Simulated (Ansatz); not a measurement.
Consider the formal exchange of groups at the Si–Si bond: `O[Si](F)(F)[SiH3]` + CH₄ → `C[Si](O)(F)F` + SiH₄.

Computed with Ansatz on PBE0-D4/def2-TZVP structures; ΔE is electronic, products minus reactants. CBS: MP2 limit from def2 TZ/QZ plus the TZ coupled-cluster correction, frozen cores. This one scheme is used for every species. Functionals use def2-TZVPP. B3LYP here is the variant with VWN-RPA as its local correlation; programs differ in this. HSE06 is defined as in plane-wave codes. Each species was taken in one conformer, which may not be the lowest.

| level | ΔE (kJ/mol) | difference from CCSD(T)/CBS |
| --- | --- | --- |
| revPBE-D4 | -7.9 | 12.3 |
| BLYP-D4 | -11.1 | 9.1 |
| PBE0-D4 | -12.4 | 7.8 |
| r2SCANh-D4 | -19.0 | 1.2 |
| HSE06-D4 | -12.3 | 7.9 |
| CAM-B3LYP-D4 | -20.3 | -0.1 |
| revPBE | -5.6 | 14.6 |
| B3LYP | -17.0 | 3.2 |
| r2SCAN0 | -21.2 | -1.0 |
| LC-ωPBE | -18.1 | 2.1 |
| HF/def2-SVP | -30.4 | -10.2 |
| SCS-MP2/def2-TZVPP | -26.4 | -6.2 |
| CCSD(T)/def2-TZVPP | -22.6 | -2.4 |
| HF/def2-QZVPP | -29.7 | -9.5 |
| HF/CBS(def2) | -29.7 | -9.5 |
| CCSD/CBS(def2) | -21.8 | -1.6 |
| CCSD(T)/CBS | -20.2 | 0 |

Largest T1 diagnostic among the species: 0.013.

From PBE to PBE0 (25 % exact exchange), in def2-TZVPP and without D4, ΔE moves by −6.3 kJ/mol. Leaving LDA and LC-ωPBE aside and taking each functional with its dispersion term where it has one, the values, not all of them listed here, spread over 18.9 kJ/mol, from ωB97M-V to PBE-D4. LDA lies −6.3 kJ/mol from PBE without D4.
